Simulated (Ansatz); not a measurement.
Consider the ligand exchange at the Si–S bond: `OCN[SiH2]S` + HBr → `OCN[SiH2]Br` + H₂S.

Computed with Ansatz on PBE0-D4/def2-TZVP structures; ΔE is electronic, products minus reactants. CCSD(T)/CBS is the MP2 limit (def2-TZVPP, def2-QZVPP) plus CCSD(T) − MP2 in def2-TZVPP, frozen cores. This one scheme is used for every species. DFT in def2-TZVPP. For Br outer-core shells are correlated without core-valence functions, which leaves a few kJ/mol of doubt a bond. Scalar relativity is left out up to krypton. One conformer a species, not always the lowest.

```csv
species,PBE-D4 energy (Eh)
`OCN[SiH2]S`,-859.60715
HBr,-2574.36879
`OCN[SiH2]Br`,-3034.75728
H₂S,-399.22838
```

Problem. Work out ΔE.

Solution. ΔE = (-3034.75728) + (-399.22838) − (-859.60715) − (-2574.36879) = -0.00972 Eh = -0.26 eV. CCSD(T)/CBS gives -0.34 eV.

Largest T1 diagnostic among the species: 0.011.

The D4 term adds +0.04 eV with B3LYP and +0.02 eV with PBE0; it sums over pairs of atoms, weighted by their polarisabilities, and B3LYP, whose exchange is more repulsive, gets the larger term. In def2-TZVPP, CCSD(T) changes the Hartree–Fock value by +0.16 eV (the triples alone add +0.03 eV) and MP2 by +0.15 eV.

B3LYP here is the variant with VWN-RPA as its local correlation; programs differ in this.
